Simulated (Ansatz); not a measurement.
System: CHBrClF, charge 0, singlet. CHBrClF ((S)-bromo-chloro-fluoromethane, SMILES F[C@@H](Cl)Br).
B3LYP-D3(BJ)/def2-TZVP minimum from Ansatz (a first-principles code):
```xyz
5

F     -0.6997     1.5960    -0.5714
C     -0.5565     0.5703     0.2909
Cl    -1.8691    -0.5920     0.0591
Br     1.2000    -0.2474     0.0309
H     -0.5906     0.9379     1.3103
```

Total energies in def2-SVP, 26 correlated electrons, 21 frozen orbitals. Open shells are spin-unrestricted; no spin-orbit coupling. Cores are frozen in correlated methods (noble-gas shells, and filled d and f shells in the p block). No relativity. Spin-orbit terms, left out, reach several kcal/mol for Br and I, and more for heavier atoms.

| method | program | energy (Eh) | minus CCSDT(Q) (mEh) |
|---|---|---|---|
| HF | Ansatz | -3169.20550 | 624.59 |
| MP2 | Ansatz | -3169.78271 | 47.38 |
| CCSD | Ansatz | -3169.81285 | 17.24 |
| CCSD(T) | Ansatz | -3169.82806 | 2.03 |
| CCSDT(Q) | Ansatz | -3169.83009 | 0.00 |

Rough core times of Ansatz's runs on a shared machine: CCSD(T) under 20 s, CCSDT(Q) 10 min.
